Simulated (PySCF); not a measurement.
C6H11BF2.
Numbering: `[F:1][CH:2]([F:3])[C@@H:4]1[BH:5][CH2:6][CH2:7][CH2:8][CH2:9]1`

Geometry (PBE0-D3(BJ)/def2-SVP, Å), atoms numbered from 1 in this order:
```
atom  x, y, z in Å
F1     3.057    0.911   -0.274
C2     2.376   -0.223    0.004
F3     2.980   -1.229   -0.682
C4     0.931   -0.095   -0.408
B5     0.161    1.140    0.192
C6    -1.401    1.109    0.220
C7    -2.034   -0.284    0.231
C8    -1.305   -1.262   -0.685
C9     0.166   -1.419   -0.317
H10    2.501   -0.443    1.080
H11    0.974    0.211   -1.480
H12    0.767    2.133    0.526
H13   -1.657    1.634   -0.729
H14   -1.817    1.766    1.001
H15   -2.007   -0.682    1.261
H16   -3.101   -0.233   -0.041
H17   -1.384   -0.916   -1.732
H18   -1.800   -2.246   -0.651
H19    0.647   -2.175   -0.957
H20    0.236   -1.807    0.716
```

NICS is the negative of the GIAO shielding at a point without a nucleus: at the ring centre (0) and 1 Å above and below it (1); zz is the component along the ring normal. Level: GIAO B97-2/pcSseg-1 (PySCF, non-relativistic, gas phase) on the PBE0-D3(BJ)/def2-SVP geometry, one conformer.

Ring bond lengths (Å): C4–B5 1.574, B5–C6 1.562, C6–C7 1.530, C7–C8 1.525, C8–C9 1.524, C9–C4 1.532.

Problem. What do the NICS probes read (ppm)?

Solution. 
```json
{"ring": "C4–B5–C6–C7–C8–C9", "type": "6-membered ring with B; formal bonds all single", "NICS(0)": "1.2", "NICS(1), two faces": "-0.8 / -1.6", "NICS(1)zz, two faces": "2.9 / 3.5", "rms pucker (Å)": "0.20", "centre to ring atoms, mean (Å)": "1.50"}
```

Problem. What do they say, and how far can they be read as aromaticity?

Solution. 
- C4–B5–C6–C7–C8–C9: mean NICS(1)zz 3.2 ppm, deshielded. C4, C6, C7, C8, C9 have four or more neighbours; no verdict on aromaticity is drawn.

Problem. At the second NICS(1) probe listed for ring C4–B5–C6–C7–C8–C9, 1 Å off the ring, what do the in-plane components average?

Solution. The isotropic value is a third of the trace: (3 × -1.6 − (3.5))/2 = -4.2 ppm.

Problem. Give the inner angles of the rings.

Solution. 
- C4–B5–C6–C7–C8–C9: C4 114.3°, B5 118.7°, C6 115.5°, C7 112.5°, C8 112.5°, C9 112.2°; sum 685.7° against 720° for a flat convex ring.

Problem. How shielded are the nuclei of the rings and their hydrogens (means over atoms taken as equivalent)?

Solution. 
| atoms | environment | σ isotropic (ppm) |
| --- | --- | --- |
| C4 | sp3 carbon bound to boron | 136.3 |
| B5 | three-coordinate boron | 20.5 |
| C6 | sp3 carbon bound to boron | 155.8 |
| C7 | ring CH2 carbon | 158.3 |
| C8 | ring CH2 carbon | 155.1 |
| C9 | ring CH2 carbon | 157.9 |
| H11 | methine hydrogen | 30.27 |
| H12 | B–H hydrogen | 23.99 |
| H13 | methylene hydrogen | 30.63 |
| H14 | methylene hydrogen | 29.28 |
| H15 | methylene hydrogen | 30.11 |
| H16 | methylene hydrogen | 29.58 |
| H17 | methylene hydrogen | 29.96 |
| H18 | methylene hydrogen | 29.53 |

The list is cut; further classes of hydrogen are left out.

Problem. How do the values depend on the level or the medium?

Solution. 
| level | NICS(0), C4–B5–C6–C7–C8–C9 | mean NICS(1)zz, C4–B5–C6–C7–C8–C9 |
| --- | --- | --- |
| B97-2/pcSseg-1, gas | 1.2 | 3.2 |
| PBE0/pcSseg-1, gas | 1.3 | 3.2 |

The geometry is the same throughout.
